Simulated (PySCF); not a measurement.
# PdF₃⁻, triplet: molecular constants

Method: UwB97X in PySCF with Pd def2-SVPD with ECP28, F def2-SVPD; scalar-relativistic core potentials, no spin–orbit coupling; density-fitted integrals.

The structure is a minimum.

```xyz
4
charge -1 multiplicity 3, angstrom
Pd    0.0000    0.0000    0.0000
F     1.9878    0.0000    0.0000
F    -0.9939    1.7215    0.0000
F    -0.9939   -1.7215    0.0000
```

| Property | Result |
| --- | --- |
| Point group | D3h |
| Bond lengths | Pd–F 1.988 Å (×3) |
| Bond angles | F–Pd–F 120.0° (×3) |
| Dipole moment about the centre of mass | 0.00 D |
| Highest occupied level (β) | -5.63 eV |
| Spin squared ⟨S²⟩ | 2.007 |
| Heat capacity Cp at 298.15 K | 74.6 J/(mol K) |
| Zero-point energy | 9.8 kJ/mol |
| Principal polarisabilities | 32.1, 48.2, 48.2 bohr³ |
| Enthalpy at 298.15 K above 0 K | 18.01 kJ/mol |
| Lowest empty level (β) | 3.20 eV |
| Entropy at 298.15 K and 1 bar (electronic part: spin only) | 335.9 J/(mol K) |
| Rotational constants | 0.1497, 0.1497, 0.07485 cm⁻¹ |
| Principal quadrupole moments (Buckingham, traceless) about the centre of mass | -7.53, -7.53, 15.06 D Å |
| Rotational symmetry number | 6 |

Harmonic modes (masses in u: Pd 105.903, F 18.998):
```
symmetry  ω (cm⁻¹)  IR (km/mol, summed over degenerate members)  μ (u)
    a2''        62                                         38.1  26.65
      e'        88                                         47.3  21.79
      e'       453                                          380  22.59
     a1'       487                                          0.0  19.00
```

In D3h the vibrations span a2'' + 2e' + a1'. The a1' mode carries no infrared intensity, as symmetry demands.

Charges (e); Mulliken and Löwdin values are unreliable with diffuse functions:
| atom | Mulliken | Löwdin | polar tensor | spin (Mulliken) | Mayer order to Pd1 |
| --- | --- | --- | --- | --- | --- |
| Pd1 | 1.25 | 0.87 | 1.51 | 1.49 | – |
| F2,3,4 | -0.75 | -0.62 | -0.84 | 0.17 | 0.43 |

Mulliken populations on Pd1 (electrons outside its core potential): s 2.31, p 6.05, d 8.39, f 0.00.

Outer orbital energies (eV). α occupied: -8.52, -8.13, -8.07, -6.43, -6.40, -6.40, -5.94, -5.94; empty: 5.44, 5.94, 6.55, 6.55. β occupied: -8.60, -7.95, -7.79, -7.79, -7.34, -5.78, -5.78, -5.63; empty: 3.20, 3.20, 5.59, 5.90.

Formally Pd is in oxidation state +2, d8, with 2 unpaired electrons (the high-spin count). The Mulliken spin on Pd is 1.49. The polar-tensor charge on Pd, 1.51, is below the formal one.

Only a few start shapes were tried, so a lower isomer may exist. Other spin states or occupations of the open shell can lie lower. The lowest empty level of this anion is unbound, so it and the gap depend on the basis.

The final relaxation and frequency run took 42 s on 4 threads of a shared Intel Xeon 6975P-C (Granite Rapids) host, with 103 basis functions and 12 gradients; the process peaked at 1.2 GiB.
